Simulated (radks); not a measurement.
Initial-state core-level shifts of the manganese ion Mn3+ when its valence configuration changes from [Ar] 3d4. Calculated with a radial shooting solver on a logarithmic mesh with Libxc functionals: scalar-relativistic Kohn-Sham, PBE, spin-polarised, spherical densities, finite nucleus; open shells are filled with parallel spins first; Fermi nuclear charge, rms radius 3.7057 fm. Shifts are changes of the shell-averaged eigenvalues in eV (positive: less bound); the change of the density at the nucleus, which sets a Mossbauer isomer shift, is in e/bohr^3, on a base of 1.326e+04.

valence               1s       2s       2p       3s  density at nucleus
3d2 4s2          -19.361  -21.974  -21.777  -17.155             +32.692
3d3 4p1          -10.232  -11.473  -11.366   -9.378              +3.148
3d3.5 4p0.5       -5.008   -5.603   -5.551   -4.638              +1.485
3d2 4p2          -21.275  -23.948  -23.727  -19.073              +6.997
3d2.5 4s1 4p0.5  -14.584  -16.517  -16.363  -13.113             +17.656
3d3.5 4s0.5       -4.441   -5.044   -4.995   -4.065              +7.267
3d2.5 4s1.5      -14.132  -16.037  -15.889  -12.666             +23.522
3d2 4s1 4p1      -20.236  -22.899  -22.689  -18.027             +20.242
3d3 4s1           -9.128  -10.376  -10.277   -8.262             +15.257
